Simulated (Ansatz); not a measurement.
Consider the substitution at a C–N bond: `CNC1C[SiH2]1` + `[OH][Cd][F]` → `C[O][Cd][F]` + `NC1C[SiH2]1`.

Isolated molecules relaxed with PBE0-D4/def2-TZVP in Ansatz; ΔE leaves out vibrations. CBS: MP2 limit from def2 TZ/QZ plus the TZ coupled-cluster correction, frozen cores. Functionals use def2-TZVPP. B3LYP here is the variant with VWN-RPA as its local correlation; programs differ in this. HSE06 is defined as in plane-wave codes. Elements past krypton have def2 core potentials. For Cd outer-core shells are correlated without core-valence functions, which leaves a few kJ/mol of doubt a bond. One conformer a species, not always the lowest.

```tsv
level	ΔE (eV)
B3LYP-D4	0.36
HSE06-D4	0.39
ωB97M-V	0.40
r2SCANh	0.37
r2SCAN0	0.38
BHLYP	0.34
CCSD(T)/def2-SVP	0.33
HF/CBS(def2)	0.31
```

Q: What does CCSD(T)/CBS give? (An estimate is asked.)

A: The calculation gave: +0.44 eV. The listed levels differ from it by -0.08, -0.05, -0.04, -0.07, -0.06, -0.10, -0.11, -0.13 eV.

Largest T1 diagnostic among the species: 0.018.

The D4 term adds +0.04 eV with B3LYP and +0.02 eV with PBE0; it sums over pairs of atoms, weighted by their polarisabilities, and B3LYP, whose exchange is more repulsive, gets the larger term. In def2-TZVPP, CCSD(T) changes the Hartree–Fock value by +0.10 eV (the triples alone add +0.01 eV) and MP2 by +0.16 eV.
